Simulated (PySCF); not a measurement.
## Ionisation energy of Ru²⁸⁺ by level of theory

Ru²⁸⁺ [Ne] 3s2 3p4 (3P) → Ru²⁹⁺ [Ne] 3s2 3p3 (4S), as a difference of total energies. Calculation: PySCF 2.14, in an uncontracted even-tempered set (16 s from 3.4 bohr⁻², ratio 2.5; 11 p from 4.4 bohr⁻², ratio 2.5; 5 d from 21 bohr⁻², ratio 2.7; 4 f from 32 bohr⁻², ratio 2.7); no relativity, point nucleus. Correlated levels: outer shells: 1s2 frozen; virtual orbitals above 40 to 60 times the deepest correlated orbital energy dropped. The calculations carry no spin-orbit coupling.

| method | ionisation energy (eV) |
| --- | --- |
| UHF | 1563.4 |
| MP2 (outer shells) | 1564.4 |
| SCS-MP2 (outer shells) | 1564.4 |
| CCSD (outer shells) | 1564.3 |
| CCSD(T) (outer shells) | 1564.4 |

Spin-orbit coupling is strong in these open shells (close to jj coupling). The scalar numbers leave it out and a first-order estimate fails, so it can dominate the gap to the real levels.

The gap to the reference is mostly relativistic.

For comparison: 1577 ± 2.1 eV (semi-empirical (NIST evaluation); NIST Atomic Spectra Database, ionization energies).
